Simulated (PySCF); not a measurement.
Arsenic: a sound run and one with changed settings

Sound run: As [Ar] 3d10 4s2 4p3, As+ [Ar] 3d10 4s2 4p2. Computed with PySCF 2.14 in aug-cc-pVDZ-DK, with scalar relativity by spin-free X2C-1e. In the sound run the correlated levels freeze [Ar] 3d10. The sound run starts from symmetry-adapted Hartree-Fock orbitals and uses a fine grid where one is needed.

A second run was set up differently.

| species | method | sound run (hartree) | changed run (hartree) | converged |
| --- | --- | --- | --- | --- |
| As | MP2 | -2258.97437 | -2259.00437 | yes |
| As+ | MP2 | -2258.61388 | -2258.64227 | yes |

Ionisation energy of As:

| method | sound run (eV) | changed run (eV) |
| --- | --- | --- |
| UHF | 9.435 | 9.435 |
| MP2 | 9.810 | 9.853 |
| SCS-MP2 | 9.678 | 9.704 |

Task: What was changed?
A. a valence shell is frozen
B. too few SCF iterations
C. all electrons correlated in a valence basis
D. minimal basis

Result: C. A valence basis has no tight correlating functions, so it recovers only part of the core correlation, and not evenly between atom and ion.
